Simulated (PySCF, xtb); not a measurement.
difluorosilyl(difluoro)silane (F₄H₂Si₂), SMILES F[SiH](F)[SiH](F)F. The values are those of a single conformer.

Harmonic wavenumbers (cm⁻¹) from GFN2-xTB run with xtb at its own minimum, in rising order: 29, 101, 170, 175, 182, 244, 272, 489, 608, 632, 638, 702, 821, 849, 852, 868, 2351, 2363.

What does PySCF 2.14.0 with r2SCAN-D4/def2-SVP give at its own minimum? (The exact figures need the calculation; the answer reports its results.)

32, 76, 152, 197, 209, 308, 342, 492, 766, 808, 818, 820, 849, 921, 953, 959, 2264, 2267. Paired by order, the mean absolute difference is 74 cm⁻¹ and the zero-point energies are 17.7 and 18.9 kcal/mol.
